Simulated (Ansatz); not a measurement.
Cartesian coordinates (Å):
```xyz
5

C      1.9578    -0.1013     0.1192
N      0.8044    -0.0076    -0.0717
C     -0.5738     0.0323    -0.3292
O     -1.2536     0.9772    -0.0792
H     -0.9348    -0.9006    -0.7809
```
Charge 0, spin multiplicity 1.

These are frozen-core CCSD(T)/cc-pVTZ // B3LYP-D3(BJ)/def2-TZVP in Ansatz (a first-principles code) values and carry that method's errors.

HF energy: -205.65388 Ha
MP2 correlation energy: -0.70132 Ha

**Question.** Estimate the CCSD correlation energy, the (T) correction, the total energy and the T1 diagnostic.

**Answer.** 
The CCSD correlation energy comes out as -0.70930 Ha and the (T) correction is -0.03571 Ha. The CCSD(T) total energy comes out as -206.39889 Ha and the T1 diagnostic is 0.017.
